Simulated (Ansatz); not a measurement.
Two isomers of CH5ClGeO: A = `[CH3][GeH]([OH])[Cl]`, B = `C[O][GeH2][Cl]`.

Gas-phase electronic energies from Ansatz, PBE0-D4/def2-TZVP geometries. CBS: MP2 limit from def2 TZ/QZ plus the TZ coupled-cluster correction, frozen cores. Functionals use def2-TZVPP. B3LYP here is the variant with VWN-RPA as its local correlation; programs differ in this. For Ge outer-core shells are correlated without core-valence functions, which leaves a few kJ/mol of doubt a bond. Scalar relativity is left out up to krypton. Each species was taken in one conformer, which may not be the lowest.

**Question.** Which is lower in electronic energy at CCSD(T)/CBS, and by how much? (Estimate.)

**Answer.** The calculation gave: A, by 111.2 kJ/mol.

**Question.** Give E(B) − E(A) in kJ/mol with B3LYP, B2PLYP, PBE-D4, PBE0-D4, B3LYP-D4, HF/def2-TZVPP, MP2/def2-TZVPP. (An estimate is asked.)

**Answer.** Ansatz gave: B3LYP 100.8, B2PLYP 105.8, PBE-D4 105.6, PBE0-D4 107.3, B3LYP-D4 102.2, HF/def2-TZVPP 94.7, MP2/def2-TZVPP 116.5. None reverses the order clearly.

**Question.** Does the order hold for the free energy at 298.15 K (harmonic terms from PBE0-D4)? (Estimate.)

**Answer.** Computed: Yes: G(B) − G(A) = +105.9 kJ/mol, for one conformer each. Modes under 60 cm⁻¹, often nearly free rotors, make the harmonic entropy too high.

Largest T1 diagnostic: 0.011.

Leaving LDA and LC-ωPBE aside and taking each functional with its dispersion term where it has one, the values, not all of them listed here, spread over 10.4 kJ/mol, from BLYP-D4 to PBE-QIDH. At CCSD(T), def2-SVP lies −22.3 kJ/mol from the extrapolated value and def2-TZVPP −2.4 kJ/mol.
